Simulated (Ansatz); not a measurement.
Total energies of CH$_{9}$InSi$_{2}$ (`[SiH3][CH2][InH][SiH3]`).

```
atom   x (Å)   y (Å)   z (Å)
 Si1  -1.453  -1.572  -0.611
  C2  -1.322  -0.336   0.771
 In3  -0.108   1.370   0.213
 Si4   2.449   1.103   0.076
  H5  -0.098  -2.071  -0.981
  H6  -2.297  -2.753  -0.273
  H7  -2.037  -0.935  -1.827
  H8  -2.314   0.015   1.066
  H9  -0.850  -0.817   1.634
 H10  -0.923   2.850  -0.161
 H11   3.161   2.256   0.696
 H12   2.874   1.031  -1.352
 H13   2.919  -0.140   0.749
```

Total charge 0; spin multiplicity 1. Correlated methods include outer-core shells of In, which these sets cover unevenly. In: def2 effective core potential. The geometry is a stationary point of PBE0-D4/def2-TZVP. It is one conformer, not always the lowest. Basis def2-TZVPP, Ansatz.

RPA on PBE orbitals: Hartree–Fock energy of these orbitals -810.13208 Eh, correlation -1.26672 Eh (frozen core).

| functional | energy without D4 (Eh) | D4 term (kJ/mol) |
| --- | --- | --- |
| LDA (SPW92) | -809.56129 | – |
| revPBE | -812.56285 | -72.3 |
| BLYP | -812.55471 | -59.1 |
| r2SCAN | -812.63652 | -7.0 |
| B97M-V | -812.50647 | – |
| r2SCANh | -812.61905 | -7.7 |
| r2SCAN0 | -812.59423 | -8.5 |
| BHLYP | -812.54026 | -40.3 |
| CAM-B3LYP | -812.60936 | -25.3 |
| B2PLYP | -812.14318 | – |

(1) Give the same for PBE, PBE0, B3LYP, HSE06 (plane-wave form), LC-ωPBE, ωB97X-V, ωB97M-V, PBE-QIDH. (Estimate.)

B3LYP takes the VWN-RPA correlation (the form of Gaussian; ORCA's B3LYP/G). HSE06 is the plane-wave form, built on full-range PBE exchange. The double hybrids freeze the cores in their second-order part.

## Answers

(1) Ansatz gave: 
```csv
functional,energy without D4 (Eh),D4 term (kJ/mol)
PBE,-812.27344,-28.1
PBE0,-812.34717,-24.3
B3LYP,-812.77000,-45.5
HSE06 (plane-wave form),-812.32892,-23.1
LC-ωPBE,-812.47719,–
ωB97X-V,-812.52813,–
ωB97M-V,-812.50608,–
PBE-QIDH,-811.96843,–
```

LC-ωPBE has ω = 0.4 bohr⁻¹.
